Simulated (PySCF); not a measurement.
**A thermochemical cycle for MoCl**

CCSD(T) in PySCF with def2-TZVPPD on every atom (core potentials on Mo), for the lowest determinant that a PBE0 search found; no spin–orbit coupling. MoCl, a sextet (σ ↑, π ↑↑, δ ↑↑), has De = 3.68 eV to neutral atoms, and MoCl⁺, a quintet (π ↑↑, δ ↑↑), has De = 2.57 eV to Mo⁺ (4d5) + Cl.

At the same level the Mo atom ionises at 7.06 eV.

**Question.** What is the adiabatic ionisation energy of the molecule, and does ionisation strengthen or weaken the bond?

**Answer.** IE = IE(Mo) + De(neutral) − De(ion) = 7.06 + 3.68 − 2.57 = 8.17 eV. De changes by -1.11 eV, so ionisation weakens the bond.

Correlated steps freeze 5 core orbitals. These are scalar-relativistic numbers at best; spin–orbit coupling would shift them, the dissociation energy most. For an ion De counts to the pair picked by the measured ionisation energies or electron affinities, which need not be the lowest pair at this level. With d or f electrons several states lie close, and the lowest PBE0 determinant need not be the measured ground state.
